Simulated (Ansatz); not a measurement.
Reaction (cleavage of the Ge–B bond): `O[B](F)[GeH2][SiH3]` + H–F → `[F][GeH2][SiH3]` + `OBF`

Calculated with Ansatz (gas phase, PBE0-D4/def2-TZVP geometries, no zero-point term in ΔE). CBS: MP2 limit from def2 TZ/QZ plus the TZ coupled-cluster correction, frozen cores. This one scheme is used for every species. Functionals use def2-TZVPP. B3LYP here is the variant with VWN-RPA as its local correlation; programs differ in this. For Ge outer-core shells are correlated without core-valence functions, which leaves a few kJ/mol of doubt a bond. Scalar relativity is left out up to krypton. One conformer a species, not always the lowest.

`O[B](F)[GeH2][SiH3]`:

```xyz
11

O    -0.576    2.743   -0.133
B     0.227    1.718   -0.480
F     0.820    1.816   -1.663
Ge    0.558    0.017    0.674
Si   -0.356   -1.926   -0.354
H    -0.980    2.644    0.731
H     2.066   -0.195    0.895
H    -0.092    0.197    2.063
H    -1.823   -1.758   -0.528
H     0.264   -2.129   -1.689
H    -0.108   -3.128    0.485
```

H–F:

Cartesian coordinates in Å:
```
F 0.355 -0.020 0.292
H -0.355 0.020 -0.292
```

`[F][GeH2][SiH3]`:

Cartesian coordinates in Å:
```
F -1.499 1.506 0.929
Ge -0.205 1.123 -0.186
Si 0.295 -1.188 0.122
H -0.751 1.471 -1.583
H 0.948 2.074 0.184
H 0.734 -1.421 1.520
H 1.389 -1.564 -0.812
H -0.911 -2.002 -0.174
```

`OBF`:

Z-matrix (Å, degrees):
```
B
O 1 1.344
F 1 1.332 2 120.3
H 1 1.192 2 120.1 3 -180.0
H 2 0.963 1 113.4 3 -0.0
```

```csv
level,ΔE (kcal/mol)
PBE-D4,-11.9
r2SCAN-D4,-14.4
B3LYP-D4,-16.0
ωB97M-V,-15.2
MP2/def2-TZVPP,-13.5
SCS-MP2/def2-QZVPP,-16.0
HF/CBS(def2),-23.8
CCSD/CBS(def2),-13.5
```

(1) What does CCSD(T)/CBS give? (Estimate.)

Largest T1 diagnostic among the species: 0.013.

Answers

(1) Computed: -12.5 kcal/mol. The listed levels differ from it by 0.6, -1.9, -3.5, -2.7, -1.0, -3.5, -11.3, -1.0 kcal/mol.

The D4 term adds +1.9 kcal/mol with B3LYP and +1.1 kcal/mol with PBE0; it sums over pairs of atoms, weighted by their polarisabilities, and B3LYP, whose exchange is more repulsive, gets the larger term. In def2-TZVPP, CCSD(T) changes the Hartree–Fock value by +9.5 kcal/mol (the triples alone add +1.0 kcal/mol) and MP2 by +9.5 kcal/mol.
